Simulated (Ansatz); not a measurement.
Ansatz (an electronic-structure program) input (PBE0/6-311+G**): A basis named .json is the Basis Set Exchange file of that set (core-valence sets with the plain set on hydrogen).

Ansatz 0.2 input:
```yaml
crystal:
  periodic: [false, false, false]
  atoms:
    - {symbol: Al, position_ang: [-0.00000000, -0.00000000, -0.11870982]}
    - {symbol: H, position_ang: [0.00000000, 0.00000000, 1.54322771]}
basis:
  gaussian:
    orbitals: 6-311+G__.json
hamiltonian:
  xc: {name: PBE0}
output: {forces: true}
magnetization: {spin_polarized: false}
```

Output:

```
Functional definition: PBE0
integrals: 0.00 GiB planned
317 factors; their error is unknown
mean field: 0.07 GiB planned
mean field evaluation 1: about -6608.0186 eV, gradient 1.0e1 eV
mean field evaluation 2: about -6608.3871 eV, gradient 4.6e0 eV
mean field evaluation 4: about -6608.5065 eV, gradient 1.5e-1 eV
mean field evaluation 8: about -6608.5135 eV, gradient 6.1e-4 eV
mean field -6608.51349193 eV, -242.8583914172 hartree, gradient 7.1e-5 eV, S^2 0.000000; 0 other end points of the search recorded, 0 dependent functions left out
the calculation of the forces begins
reference -6608.51352535 eV, -242.8583926451 hartree; 7, 7 occupied and 30, 30 virtual orbitals, 317 factors
Total energy: -6608.51352535 eV, -242.8583926451 hartree
Atom 0 at    -0.000000    -0.000000    -0.118710 Å, force    -0.000000    -0.000000    -0.058294 eV/Å
Atom 1 at     0.000000     0.000000     1.543228 Å, force     0.000000     0.000000     0.058294 eV/Å
Dipole moment:    -0.000000    -0.000000    -0.007318 e Å
```
